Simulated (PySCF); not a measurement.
H9In3S3 ((H2In-mu-SH)3). The calculation used PBE0-D3(BJ)/def2-SVP geometry optimisation, gas phase, def2 core potentials past Kr (PySCF).

```
atom  x, y, z in Å
In1   -0.7896   -1.1594   -1.9488
H2     0.1526   -0.0599   -2.8777
H3    -1.7169   -2.5483   -2.3519
S4    -2.3783    0.3633   -0.5610
In5   -1.5736    0.8158    1.8873
H6    -2.3755    2.2962    2.2350
H7    -1.4696   -0.7233    2.6271
S8     0.8938    1.6355    1.5688
In9    2.4255   -0.0319    0.2813
H10    3.5402   -0.6235    1.4454
H11    2.5969    0.6635   -1.2826
S12    0.6263   -1.9130    0.1111
H13   -1.9921    1.5507   -1.0757
H14    0.6412    2.4720    0.5389
H15    1.3861   -2.8136   -0.5533
```

Which two atoms are farthest apart?

H6···H15, 6.93 Å; the next longest distance is 6.76 Å.

Work out the bond lengths In1–H2, In1–H3, In1–S4, In1–S12, S4–H13, In5–H6, In5–H7, In9–H10 in Å.

For In1–H2 the difference vector is (0.9422, 1.0995, -0.9289) Å, of length 1.7203 Å. In1–H2 1.720; In1–H3 1.718; In1–S4 2.602; In1–S12 2.611; S4–H13 1.351; In5–H6 1.719; In5–H7 1.711; In9–H10 1.717 Å.

Where is the centre of mass (commonest isotopes), and what is the radius of gyration?

Mass 449.698 u; centre at (-0.043, -0.089, 0.133) Å; Rg = √(Σ m r²/M) = 2.459 Å. As Ia + Ib + Ic = 2 Σ m r², the three principal moments sum to 5436.5 u·Å².

What is the repulsion energy of the bare nuclei, Σ ZA·ZB/RAB?

2518.74 Eh over 105 pairs, with full nuclear charges and distances in bohr; the largest single term is 312.02 Eh (In1 with In9).

How far apart are these pairs, which share no bond: S4···H14, In5···H10, H6···H13, H7···H13, S8···H11?

S4···H14 3.844 Å (3 bonds apart); In5···H10 5.331 Å (3 bonds apart); H6···H13 3.415 Å (3 bonds apart); H7···H13 4.377 Å (3 bonds apart); S8···H11 3.461 Å (2 bonds apart).

What are the angles S4–In1–S12, In5–S8–H14, In9–S8–H14, S8–In9–H10, In1–S12–In9?

From the scalar product of the two bond vectors; for S4–In1–S12 it is -0.5382 Å² over 2.6016 × 2.6107 Å², cos θ = -0.0792. S4–In1–S12 94.5°; In5–S8–H14 96.3°; In9–S8–H14 97.4°; S8–In9–H10 105.5°; In1–S12–In9 102.6°.

Give the dihedral angles In1–S4–In5–S8, H10–In9–S12–In1, H7–In5–S8–H14.

In1–S4–In5–S8 52° (synclinal); H10–In9–S12–In1 -170° (antiperiplanar); H7–In5–S8–H14 155° (antiperiplanar). Dihedral signs follow IUPAC: positive where, seen along the central bond, the front bond turns clockwise onto the rear one.

How far are the heavy atoms from their best plane (unweighted least squares)?

0.676 Å rms; In1 0.52, S4 0.43, In5 0.73, S8 0.51, In9 0.42, S12 1.15 Å (magnitudes).

Write the matrix of distances between heavy atoms (Å, lower triangle).

```
In1   0.000
S4    2.602  0.000
In5   4.385  2.617  0.000
S8    4.798  4.106  2.619  0.000
In9   4.072  4.893  4.392  2.605  0.000
S12   2.611  3.829  3.929  3.846  2.609  0.000
```

Stationary, but not proved a minimum. One conformer, not necessarily the lowest.
